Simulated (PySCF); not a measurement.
**Rubidium: a sound run and one with changed settings**

Sound run: Rb⁺ [Kr], Rb²⁺ [Ar] 3d10 4s2 4p5. Calculation: PySCF 2.14, in jorge-DZP-DKH (8s6p2d, 36 functions); the spin-free X2C one-electron Hamiltonian (Gaussian nucleus). The sound run starts from symmetry-adapted Hartree-Fock orbitals and uses a fine grid where one is needed.

A second run was set up differently.

```json
{"species": "Rb⁺", "method": "UHF", "sound run (hartree)": "-2978.70208", "changed run (hartree)": "-2978.70208", "converged": "yes"}
{"species": "Rb⁺", "method": "M06-2X", "sound run (hartree)": "-2980.76038", "changed run (hartree)": "-2974.77438", "converged": "yes"}
{"species": "Rb⁺", "method": "M06-L", "sound run (hartree)": "-2980.45808", "changed run (hartree)": "-2963.99072", "converged": "yes"}
{"species": "Rb²⁺", "method": "UHF", "sound run (hartree)": "-2977.70258", "changed run (hartree)": "-2977.70258", "converged": "yes"}
{"species": "Rb²⁺", "method": "M06-2X", "sound run (hartree)": "-2979.72370", "changed run (hartree)": "-2973.86006", "converged": "yes"}
{"species": "Rb²⁺", "method": "M06-L", "sound run (hartree)": "-2979.42784", "changed run (hartree)": "-2963.14537", "converged": "yes"}
```

Ionisation energy of Rb⁺:

| method | sound run (eV) | changed run (eV) |
| --- | --- | --- |
| UHF | 27.198 | 27.198 |
| M06-2X | 28.209 | 24.880 |
| M06-L | 28.034 | 23.003 |

What was changed?
A. radial grid too coarse
B. too few SCF iterations
C. all electrons correlated in a valence basis
D. level shift left on

A. It used radial step 1.2 in ln r (0.13 in the sound run). A coarse radial grid mis-integrates the density and the exchange-correlation energy, with errors of either sign; Hartree-Fock needs no grid.
